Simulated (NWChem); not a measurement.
System: GeNH₃, singlet; SMILES [NH2][GeH]

```xyz
5

Ge    -0.0436     0.4133     0.0000
H      1.5549     0.5151     0.0000
N     -0.0147    -1.4008     0.0000
H      0.8127    -1.9880     0.0000
H     -0.8698    -1.9472     0.0000
```
Atoms are numbered in this order, from 1.

Low-valent species are run as closed-shell singlets; no triplet was tried in these runs. All runs use the structure optimised with PBE0/def2-SVP.

Symmetry labels are those of Cs in the frame above (b1 and b2, or b-type labels, depend on it).

Problem. List the 6 lowest vertical singlet excitations from B3LYP/def2-SVP, full TDDFT (NWChem).

Solution. 
```csv
state,energy (eV),oscillator strength,symmetry,leading excitation (squared amplitude)
S1,3.68,0.026,a",HOMO → LUMO (1.00)
S2,5.78,0.043,a',HOMO−1 → LUMO (0.76)
S3,6.27,0.179,a',HOMO → LUMO+1 (0.74)
S4,6.61,0.046,a",HOMO−2 → LUMO (0.98)
S5,7.07,0.015,a",HOMO−1 → LUMO+1 (1.00)
S6,8.23,0.267,a',HOMO → LUMO+2 (0.76)
```
